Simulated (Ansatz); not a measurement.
AlB₃⁺: single points at one geometry.

```yaml
crystal:
  periodic: [false, false, false]
  atoms:
    - {symbol: B, position_ang: [0.353779, -0.174146, 1.382062]}
    - {symbol: B, position_ang: [-0.052267, -0.061994, -0.125238]}
    - {symbol: B, position_ang: [0.483059, 1.168377, 0.680541]}
    - {symbol: Al, position_ang: [-0.784571, -0.932247, -1.937366]}
basis:
  gaussian: {orbitals: def2-TZVP, initial_orbitals: start.molden}
total_charge: 1
magnetization: {spin_polarized: true, initial_magnetization: 1}
hamiltonian: {xc: {name: r2SCAN0}, dispersion: d4}
scf: {omitted_lower_state_checks: [starts]}
output: {orbitals: {seedname: orbitals}}
```

The file start.molden holds the orbitals of an earlier run on this structure, at another level or in another basis.

```sh
$ ansatz run in.yaml --threads 4 --pin off --events-out ev --progress --plain --max-ram 3916MiB
```

Shortened log:

```
Functional definition: r2SCAN0
  name "r2SCAN0"
  cite "Bursch, Neugebauer, Ehlert & Grimme, J. Chem. Phys. 156, 134105 (2022) doi:10.1063/5.0086040"
  cite "Furness, Kaplan, Ning, Perdew & Sun, J. Phys. Chem. Lett. 11, 8208 (2020) doi:10.1021/acs.jpclett.0c02405"
  cite "Furness, Kaplan, Ning, Perdew & Sun, J. Phys. Chem. Lett. 11, 9248 (2020) doi:10.1021/acs.jpclett.0c03077"
  parent r2scan
  parameter a = 0.25
  parameter k0 = 0.174
  parameter k1 = 0.065
  parameter a1 = 4.9479
  exchange = (1 - a)*r2scan_x(k0 = k0, k1 = k1, a1 = a1) + a*exact_x
  correlation = r2scan_c
these checks for a lower state are left out or cut short: starts
786 factors; their error is unknown
mean field evaluation 1: about -8609.2718 eV, gradient 3.9e0 eV
mean field evaluation 2: about -8609.3214 eV, gradient 1.2e-1 eV
mean field evaluation 4: about -8609.3442 eV, gradient 1.3e-2 eV
mean field evaluation 8: about -8609.3442 eV, gradient 1.7e-5 eV
mean field -8609.34416974 eV, -316.3875626148 hartree, gradient 1.9e-5 eV, S^2 0.983000; 0 other end points of the search recorded, 0 dependent functions left out
reference -8609.34418408 eV, -316.3875631419 hartree; 14, 13 occupied and 116, 117 virtual orbitals, 786 factors
Total energy: -8609.37332771 eV, -316.3886341506 hartree
Checks for a lower state left out: starts
```

Run time 7 s (4 threads of Arm Neoverse V1 on a shared host).

As the first input, with `hamiltonian: {xc: {name: PBE-QIDH}}` and without the key `output` (abridged; 2.9 s):

```
Functional definition: PBE-QIDH
mean field -8599.31883921 eV, -316.0191385134 hartree, gradient 2.4e-6 eV, S^2 1.120145
8 core orbitals not correlated: weight in the atoms' cores, before any rotation towards them, 1.000 or more for the frozen orbitals, at most 0.000 for the correlated occupied ones
second order -9.55010612 eV of doubles, -0.00000000 eV of singles
Total energy: -8602.50222096 eV, -316.1361256347 hartree
Checks for a lower state left out: starts
```

Geometry: PBE0-D4/def2-TZVP.

Correlated methods freeze 8 core orbitals. At r2SCAN0-D4/def2-TZVP, PBE-QIDH/def2-TZVP the charge 1 doublet is spin-contaminated (final ⟨S²⟩ up to 1.12, 0.75 for a pure state). The structure comes from a short search, and lower isomers may exist.
